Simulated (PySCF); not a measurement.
## From computed data to an observable: refractive index and permittivity of the vapour

CH8FNSi2, SMILES C[Si@@H](F)N[SiH3].

Geometry optimised at PBE0-D3(BJ)/def2-SVP. The structure was generated by enumeration; whether it is a known compound was not checked. One conformer was computed; it need not be the lowest.

PBE0/def2-TZVP (PySCF) gives a mean static polarisability of 68.7 bohr³ and a dipole moment of 1.67 D. Take an ideal gas at 298.15 K and 1 bar, whether or not the substance is that volatile.

Work out n − 1 in the optical limit and the static ε − 1.


Polarisability volume α' = 68.7 × 0.148185 = 10.18 Å³. Number density N = p/kT = 2.43e-5 Å⁻³.
Dilute limit of Lorentz–Lorenz: n − 1 = 2π N α' = 0.0016.
Orientation term of Debye: μ²/(3kT) = 8.098 Å³ × μ²(D²) = 22.58 Å³.
ε − 1 = 4π N (α' + μ²/3kT) = 0.010. Orientation of the dipole supplies 69 % of the static response; it can't follow optical fields. Vibrational polarisation and dispersion are left out.
